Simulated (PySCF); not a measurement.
**Computed vibrations of Gd(BH4)3(NH3)**

Gd(BH4)3(NH3) (singlet in the valence; each metal's 4f electrons, 7 of them, lie in its core potential, out of spins and levels). PySCF 2.14.0, RKS PBE0, Gd lcecp-1-SVP with ECP53, B def2-SVP, H def2-SVP, N def2-SVP; non-relativistic Hamiltonian with scalar-relativistic core potentials where named; density fitting; no spin-orbit coupling. Central differences of gradients.

```xyz
20

Gd    0.0873   -0.0873    0.0701
B     1.2391    1.8123    1.2084
H     1.8211    2.7020    1.7795
H     1.6130    0.6724    1.5908
H     1.4230    1.8209   -0.0304
H     0.0024    1.8398    1.3914
B    -1.8123   -1.2391    1.2084
H    -2.7020   -1.8211    1.7795
H    -1.8398   -0.0024    1.3914
H    -1.8209   -1.4230   -0.0304
H    -0.6724   -1.6130    1.5908
B     1.3244   -1.3244   -1.7002
H     1.9140   -1.9140   -2.5724
H     0.6628   -2.0825   -0.9578
H     0.4934   -0.4934   -2.1536
H     2.0825   -0.6628   -0.9578
N    -1.4297    1.4297   -1.2461
H    -1.9990    1.9990   -0.6165
H    -0.9242    2.0826   -1.8478
H    -2.0826    0.9242   -1.8478
```

Run from Python with OMP_NUM_THREADS=4. Where DIIS fails, smearing, a level shift and second-order steps follow.
It took 9 min on 4 threads of Arm Neoverse V1, with other jobs on the host.

(1) What are the harmonic wavenumbers and infrared intensities?

(2) Is this a minimum?

An lcecp potential fixes the number of 4f electrons, so in runs with it no electron can move into or out of that shell.

Results:

(1) Modes are labelled in Cs; negative numbers are unstable modes, those under 60 cm⁻¹ near the noise; a finer grid moves soft modes by up to 10 cm⁻¹.
```tsv
cm⁻¹	km/mol	symmetry
-71	–	a''
29	0.4	a''
93	26.4	a'
99	1.5	a''
102	11.0	a'
116	6.1	a''
118	11.3	a'
156	1.1	a''
176	1.1	a'
306	3.2	a'
448	118.8	a''
450	117.7	a'
468	7.2	a'
498	1.4	a''
527	3.3	a'
535	59.6	a'
540	47.7	a''
542	15.5	a''
564	0.1	a'
569	10.6	a''
570	4.3	a'
1087	0.1	a''
1091	15.1	a''
1095	12.6	a'
1098	1.5	a''
1100	41.4	a'
1102	8.0	a'
1200	278.0	a''
1202	282.1	a'
1218	184.3	a'
1224	2.1	a'
1249	0.3	a''
1250	8.0	a'
1259	5.0	a'
1259	8.2	a''
1262	9.5	a''
1267	3.1	a'
1628	30.1	a'
1630	25.6	a''
2248	122.8	a''
2254	4.6	a'
2256	293.0	a'
2292	36.9	a''
2295	199.8	a'
2302	21.6	a''
2304	146.6	a'
2323	137.6	a'
2328	176.3	a''
2630	183.2	a''
2631	162.7	a'
2633	25.9	a'
3492	35.2	a'
3611	44.7	a'
3614	44.6	a''
```

(2) No: 1 unstable; the lowest moves the atoms so:
```
Gd   0.00  0.00  0.00
B    0.01  0.01 -0.03
H    0.01  0.01 -0.04
H   -0.08  0.01  0.06
H    0.10 -0.07 -0.02
H    0.00  0.08 -0.13
B    0.01  0.01  0.03
H    0.01  0.01  0.04
H    0.08  0.00  0.13
H   -0.07  0.10  0.02
H    0.01 -0.08 -0.06
B    0.02  0.02  0.00
H    0.05  0.05  0.00
H   -0.35  0.04 -0.31
H    0.36  0.36  0.00
H    0.04 -0.35  0.31
N   -0.01 -0.01  0.00
H   -0.19 -0.19  0.00
H    0.00  0.15  0.19
H    0.15  0.00 -0.19
```
